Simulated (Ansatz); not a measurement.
`O[SiH]([SiH3])P` + H₂Te → `O[SiH]([SiH3])[TeH]` + PH₃  (cleavage of the Si–P bond)

Program: Ansatz. Geometries: PBE0-D4/def2-TZVP. ΔE: electronic, gas phase. CCSD(T)/CBS adds triple-zeta CCSD(T) − MP2 to the extrapolated MP2 energy (def2 sets, frozen cores). This one scheme is used for every species. def2 core potentials past Kr. For Te outer-core shells are correlated without core-valence functions, which leaves a few kJ/mol of doubt a bond. Each species was taken in one conformer, which may not be the lowest.

`O[SiH]([SiH3])P`:

Z-matrix (Å, degrees):
```
Si
Si 1 2.336
P 1 2.260 2 113.3
O 1 1.654 2 106.6 3 -121.4
H 1 1.494 2 110.9 3 117.2
H 2 1.488 1 112.4 3 -180.0
H 2 1.488 1 109.7 3 58.5
H 2 1.489 1 108.2 3 -59.8
H 3 1.420 1 95.5 2 -32.3
H 3 1.421 1 92.7 2 62.1
H 4 0.959 1 117.4 2 177.5
```

H₂Te:

```xyz
3

Te    0.766    0.128    0.031
H    -0.280   -0.883    0.822
H    -0.486    0.754   -0.853
```

`O[SiH]([SiH3])[TeH]`:

Cartesian coordinates in Å:
```
O -1.549 0.008 -1.531
Si -0.258 -0.636 -0.730
Si -0.122 0.034 1.508
Te 1.948 -0.068 -1.769
H -1.494 0.933 -1.778
H -0.404 -2.104 -0.883
H 0.216 1.484 1.551
H 0.954 -0.733 2.190
H -1.408 -0.175 2.228
H 2.118 1.257 -0.786
```

PH₃:

```xyz
4

P     0.271   -0.471    0.205
H     0.411    0.818    0.785
H    -1.142   -0.365    0.125
H     0.460    0.018   -1.114
```

| species | MP2/def2-QZVPP energy (Eh) |
| --- | --- |
| `O[SiH]([SiH3])P` | -998.38868 |
| H₂Te | -268.79269 |
| `O[SiH]([SiH3])[TeH]` | -924.52553 |
| PH₃ | -342.67677 |

Problem. Work out ΔE.

Solution. ΔE = (-924.52553) + (-342.67677) − (-998.38868) − (-268.79269) = -0.02093 Eh = -55.0 kJ/mol. CCSD(T)/CBS gives -49.4 kJ/mol.

Largest T1 diagnostic among the species: 0.014.
